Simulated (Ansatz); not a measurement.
Basis-set extrapolation for B₂H₈N₂Si (PBE0-D4/def2-TZVP geometry, frozen core, Ansatz). Multiplicity 1, RHF reference.

```
                      def2-TZVPP   def2-QZVPP
                 HF  -451.939693  -451.956671
    MP2 correlation    -0.785591    -0.838746
CCSD(T) correlation    -0.867341      not run
```

Energies in hartree. Use E(X) = E(∞) + A·exp(−7.88·√X) for Hartree–Fock and E(X) = E(∞) + B·X^(−2.97) for correlation, with X = 3 and 4, and add CCSD(T) minus MP2 of the smaller set to the MP2 limit.

What is the CCSD(T) energy at the basis-set limit?

HF limit: -451.956671 + (-0.016978) × 0.13774 = -451.95901. MP2 limit: -0.838746 + (-0.053155) × 0.74074 = -0.87812. Higher-order term: -0.867341 − (-0.785591) = -0.08175. Total: -452.91888 hartree, 293.7 kJ/mol below CCSD(T)/def2-TZVPP.
